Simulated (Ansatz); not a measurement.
Job for Ansatz (a quantum-chemistry and plane-wave program): R-SVWN5/def2-TZVPPD on H2 (SMILES [H][H]). Files ending in .json are basis or fitting sets from the Basis Set Exchange.

Ansatz 0.2 input:
```yaml
crystal:
  periodic: [false, false, false]
  atoms:
    - {symbol: H, position_ang: [0.55671444, -0.76272745, 0.05311899]}
    - {symbol: H, position_ang: [-0.09818437, -0.57640907, -0.24714688]}
basis:
  gaussian:
    orbitals: def2-TZVPPD.json
hamiltonian:
  xc: {name: SVWN5}
scf: {lower_state_search: off}
```

Program output:

```
WARN ansatz: RAYON_NUM_THREADS=1 ignored (pool sized by the plan → 1); use --threads N
Functional definition: SVWN5
these checks for a lower state are left out or cut short: stability, starts, cluster_reference, orbital_swaps, neighbouring_geometries, increment
integrals: 0.00 GiB planned
118 factors; their error is unknown
mean field: 0.05 GiB planned
mean field evaluation 1: about -30.5981 eV, gradient 1.0e1 eV
mean field evaluation 2: about -30.9017 eV, gradient 3.4e0 eV
mean field evaluation 4: about -30.9423 eV, gradient 4.6e-2 eV
mean field evaluation 8: about -30.9386 eV, gradient 9.4e-5 eV
mean field -30.93856970 eV, -1.1369714656 hartree, gradient 4.0e-6 eV, S^2 0.000000; 0 other end points of the search recorded, 0 dependent functions left out
reference -30.93858889 eV, -1.1369721707 hartree; 1, 1 occupied and 33, 33 virtual orbitals, 118 factors
Total energy: -30.93858889 eV, -1.1369721707 hartree
Checks for a lower state left out: stability, starts, cluster_reference, orbital_swaps, neighbouring_geometries, increment
```

The run converged.

Cost: about 0.16 core-seconds (a rough figure).
